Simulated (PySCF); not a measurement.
2-bromobuta-1,3-diene (C₄H₅Br), SMILES C=C(Br)C=C. Heavy atoms are numbered as in [CH2:1]=[CH:2][C:3](=[CH2:4])[Br:5]. Hydrogens are named by the atom that carries them.

Geometry optimised at PBE0-D3(BJ)/def2-SVP. Other conformers were not sampled.

Calculation: CAM-B3LYP/def2-TZVP in PySCF.

ESP charges are fitted to the potential on shells at 1.4 to 2.0 van der Waals radii. Atomic charges (e), one atom of each kind:

```json
[
 {"atom": "C1 (CH2)", "Mulliken": "-0.27", "Löwdin": "-0.19", "ESP fit": "___", "meta-Löwdin": "-0.24"},
 {"atom": "C2 (CH)", "Mulliken": "-0.15", "Löwdin": "-0.20", "ESP fit": "___", "meta-Löwdin": "-0.11"},
 {"atom": "C3", "Mulliken": "0.10", "Löwdin": "-0.43", "ESP fit": "___", "meta-Löwdin": "0.01"},
 {"atom": "C4 (CH2)", "Mulliken": "-0.30", "Löwdin": "-0.19", "ESP fit": "-0.44", "meta-Löwdin": "-0.26"},
 {"atom": "Br5", "Mulliken": "-0.07", "Löwdin": "0.34", "ESP fit": "___", "meta-Löwdin": "-0.05"},
 {"atom": "H on C1", "Mulliken": "0.14", "Löwdin": "0.13", "ESP fit": "0.19", "meta-Löwdin": "0.13"},
 {"atom": "H on C2", "Mulliken": "0.12", "Löwdin": "0.16", "ESP fit": "0.14", "meta-Löwdin": "0.12"},
 {"atom": "H on C4", "Mulliken": "0.13", "Löwdin": "0.13", "ESP fit": "0.19", "meta-Löwdin": "0.13"}
]
```

**Question.** Complete the blanks. (An estimate is asked for; the answer gives what the named calculation found.)

**Answer.** 
- C1 (CH2), ESP fit: -0.44
- C2 (CH), ESP fit: -0.07
- C3, ESP fit: 0.11
- Br5, ESP fit: -0.08

Computed Mayer and Wiberg (Löwdin basis) orders of the bonds:
```json
[
 {"bond": "C1–C2", "Mayer": "1.86", "Wiberg": "2.12"},
 {"bond": "C2–C3", "Mayer": "1.02", "Wiberg": "1.28"},
 {"bond": "C3–C4", "Mayer": "1.76", "Wiberg": "2.05"},
 {"bond": "C3–Br5", "Mayer": "1.11", "Wiberg": "1.52"}
]
```
